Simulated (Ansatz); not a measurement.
Input (CCSDTQ/def2-TZVPPD; Ansatz, a first-principles code): A basis named .json is the Basis Set Exchange file of that set.

Ansatz 0.2 input:
```yaml
crystal:
  periodic: [false, false, false]
  atoms:
    - {symbol: Br, position_ang: [0.00000000, 0.00000000, 0.00000000]}
basis:
  gaussian:
    orbitals: def2-TZVPPD.json
magnetization: {spin_polarized: true, initial_magnetization: 1}
correlation: {method: ccsdtq, electrons: outside_noble_gas}
scf: {lower_state_search: full}
```

Output:

```
Functional definition: HF
integrals: 0.05 GiB planned
512 factors; integrals over basis functions are off by at most 3.7e-8 eV
mean field: 0.16 GiB planned
mean field evaluation 1: about -69998.3325 eV, gradient 5.1e0 eV
mean field evaluation 2: about -69998.3332 eV, gradient 5.1e0 eV
mean field evaluation 4: about -69998.5238 eV, gradient 5.7e-1 eV
mean field evaluation 8: about -69998.5283 eV, gradient 4.4e-3 eV
mean field evaluation 16: about -69998.5257 eV, gradient 6.5e-1 eV
mean field evaluation 32: about -69998.5283 eV, gradient 5.4e-3 eV
mean field evaluation 64: about -69998.5283 eV, gradient 1.0e-2 eV
mean field evaluation 96: about -69998.3329 eV, gradient 5.1e0 eV
mean field -69998.52831509 eV, -2572.3984688730 hartree, gradient 3.0e-6 eV, S^2 0.758804; 6 other end points of the search recorded, 0 dependent functions left out
14 core orbitals not correlated
reference -69998.52831509 eV, -2572.3984688730 hartree; 4, 3 occupied and 39, 40 virtual orbitals, 512 factors
second order -3.65698188 eV of doubles, -0.00000000 eV of singles
coupled cluster: 1.82 GiB planned
cycle   1  -4.07266329 eV  change   -4.2e-1 eV  update   4.7e-2
cycle   2  -4.34097297 eV  change   -2.7e-1 eV  update   1.8e-2
cycle   3  -4.33369332 eV  change    7.3e-3 eV  update   5.2e-3
cycle   4  -4.33447993 eV  change   -7.9e-4 eV  update   2.0e-3
cycle   5  -4.33561086 eV  change   -1.1e-3 eV  update   7.6e-4
cycle   6  -4.33479203 eV  change    8.2e-4 eV  update   3.8e-4
cycle   7  -4.33482823 eV  change   -3.6e-5 eV  update   1.4e-4
cycle   8  -4.33503816 eV  change   -2.1e-4 eV  update   6.9e-5
cycle   9  -4.33505551 eV  change   -1.7e-5 eV  update   2.5e-5
cycle  10  -4.33502509 eV  change    3.0e-5 eV  update   1.3e-5
cycle  11  -4.33502281 eV  change    2.3e-6 eV  update   6.7e-6
cycle  12  -4.33502560 eV  change   -2.8e-6 eV  update   2.2e-6
cycle  13  -4.33502599 eV  change   -3.9e-7 eV  update   1.2e-6
cycle  14  -4.33502605 eV  change   -5.9e-8 eV  update   3.9e-7
Total energy: -70002.86334114 eV, -2572.5577781421 hartree
```
